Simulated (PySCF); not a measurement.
Sn(H)(Br)(NH2)2 (BrH5N2Sn), SMILES [NH2][SnH]([NH2])[Br]. The structure is a stationary point at B3LYP-D3(BJ)/def2-SVP. The def2 effective core potentials stand for the cores of Sn; spin–orbit coupling is left out. The values are those of a single conformer.

Question: Give the equilibrium geometry at B3LYP-D3(BJ)/def2-SVP (PySCF confirms it by a frequency run) as a Z-matrix. (Estimate from the structure and the level; the computed values follow.)

Answer: One answer among several that fit: 
```
Sn
H 1 1.7106
N 1 2.0412 2 112.12
H 3 1.0209 1 112.81 2 -91.44
H 3 1.0215 4 107.42 1 122.67
N 1 2.0417 2 110.63 3 117.85
H 6 1.0210 1 112.45 2 39.01
H 6 1.0211 7 107.01 1 -124.00
Br 1 2.5499 2 107.38 6 122.19
```
Charge 0, spin multiplicity 1.
